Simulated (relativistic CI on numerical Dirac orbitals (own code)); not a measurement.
**In XVI: q coefficients and field-shift factors**

Calculated at this level of theory: Dirac-Coulomb-Breit CI, orbitals from a KLI potential per configuration, derivatives by finite differences, unscaled Slater integrals, QED left out (own radial code, finite nucleus).

CI space (outside the closed core [Ar] 3d10): 4s2 4p4, 4s 4p5, 4p6, 4s2 4p3 4d, 4s 4p4 4d, 4s2 4p3 4f. Double excitations out of closed p, d and f shells are left out; levels of such configurations are missing from the list, as are those of other unlisted configurations, and high levels can miss mixing partners.

With x = (α/α₀)² − 1 an excitation energy changes as ω = ω₀ + qx; K = 2q/ω₀ is the relative enhancement. Terms are leading LS components, so labels can repeat. The field-shift factor is F = δν/δ⟨r²⟩ for the transition from the lowest level.

Lowest level 4s2 4p4 3P_2.

```tsv
Level	ω₀ (cm⁻¹)	q (cm⁻¹)	F (GHz/fm²)
4s2 4p4 3P_0	35115	11280	-0.609
4s2 4p4 3P_1	63290	74340	-1.87
4s2 4p4 1D_2	84924	72450	-1.78
4s2 4p4 1S_0	172390	138500	-4.55
4s 4p5 3P°_2	399997	89080	-82.5
4s 4p5 3P°_1	431342	107100	-79.6
4s 4p5 3P°_0	467486	159900	-81.6
4s 4p5 1P°_1	519112	130800	-65.5
4s2 4p3 4d 5D°_2	539101	21090	1.94
4s2 4p3 4d 5D°_3	541037	27560	2.13
4s2 4p3 4d 5D°_0	541301	32690	0.531
4s2 4p3 4d 5D°_1	545636	43870	-0.827
4s2 4p3 4d 5D°_4	550389	40010	2.12
4s2 4p3 4d 5D°_2	565012	43020	1.21
4s2 4p3 4d 5D°_3	591589	60610	1.46
4s2 4p3 4d 3D°_1	597383	71900	1.04
4s2 4p3 4d 3F°_2	599365	73540	0.788
4s2 4p3 4d 1S°_0	603495	70410	1.09
4s2 4p3 4d 3F°_3	607534	76630	0.952
4s2 4p3 4d 3G°_3	612987	71800	1.26
4s2 4p3 4d 3G°_4	617094	81130	1.07
4s2 4p3 4d 3F°_4	627739	82620	1.09
4s2 4p3 4d 3D°_1	634108	40660	-0.239
```

At this charge energies of transitions that change n are usually good to better than 1 %, and those within a shell (Δn = 0) to a few per cent.

Question: Which transition from the lowest level has the largest |K|?

Answer: 4s2 4p4 3P_1 at 63290 cm⁻¹, K = 2.35.
